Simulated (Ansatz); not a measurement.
Isolated molecules relaxed with PBE0-D4/def2-TZVP in Ansatz; ΔE leaves out vibrations. CBS: MP2 limit from def2 TZ/QZ plus the TZ coupled-cluster correction, frozen cores. This one scheme is used for every species. Functionals use def2-TZVPP. HSE06 is defined as in plane-wave codes. def2 core potentials past Kr. For Sn outer-core shells are correlated without core-valence functions, which leaves a few kJ/mol of doubt a bond. Each species was taken in one conformer, which may not be the lowest.

Consider the hydrogenolysis of the Sn–F bond: `C[CH2][SnH2][F]` + H₂ → `C[CH2][SnH3]` + H–F.

```json
{"level": "PBE-D4", "ΔE (kJ/mol)": "46.5", "difference from CCSD(T)/CBS": "1.7"}
{"level": "B97M-V", "ΔE (kJ/mol)": "49.2", "difference from CCSD(T)/CBS": "4.4"}
{"level": "HSE06-D4", "ΔE (kJ/mol)": "37.5", "difference from CCSD(T)/CBS": "-7.3"}
{"level": "ωB97X-V", "ΔE (kJ/mol)": "49.1", "difference from CCSD(T)/CBS": "4.3"}
{"level": "PBE-QIDH", "ΔE (kJ/mol)": "35.5", "difference from CCSD(T)/CBS": "-9.3"}
{"level": "HF/def2-SVP", "ΔE (kJ/mol)": "31.6", "difference from CCSD(T)/CBS": "-13.2"}
{"level": "MP2/def2-SVP", "ΔE (kJ/mol)": "44.0", "difference from CCSD(T)/CBS": "-0.8"}
{"level": "HF/def2-TZVPP", "ΔE (kJ/mol)": "39.5", "difference from CCSD(T)/CBS": "-5.3"}
{"level": "MP2/def2-QZVPP", "ΔE (kJ/mol)": "45.5", "difference from CCSD(T)/CBS": "0.7"}
{"level": "MP2/CBS(def2)", "ΔE (kJ/mol)": "48.2", "difference from CCSD(T)/CBS": "3.4"}
{"level": "CCSD(T)/CBS", "ΔE (kJ/mol)": "44.8", "difference from CCSD(T)/CBS": "0"}
```

Largest T1 diagnostic among the species: 0.012.

Leaving LDA and LC-ωPBE aside and taking each functional with its dispersion term where it has one, the values, not all of them listed here, spread over 22.3 kJ/mol, from PBE-QIDH to BLYP-D4. LDA lies −13.5 kJ/mol from PBE without D4. From PBE to PBE0 (25 % exact exchange), in def2-TZVPP and without D4, ΔE moves by −8.6 kJ/mol. At CCSD(T), def2-SVP lies −7.3 kJ/mol from the extrapolated value and def2-TZVPP −9.0 kJ/mol.
